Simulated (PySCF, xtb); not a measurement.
C₂H₆ClFSi, SMILES CC[SiH](F)Cl.

GFN2-xTB (xtb) at its own geometry gives an orbital gap of 6.23 eV and a dipole moment of 2.15 D.

Geometry optimised at PBE0-D3(BJ)/def2-SVP. This is a generated structure with no PubChem entry under its InChIKey; it may be hypothetical. Other conformers were not sampled.

What does PBE/def2-TZVP (PySCF) give? (The exact figures need the calculation; the answer reports its results.)

gap 7.03 eV (levels -7.37 and -0.34 eV), dipole 2.14 D.
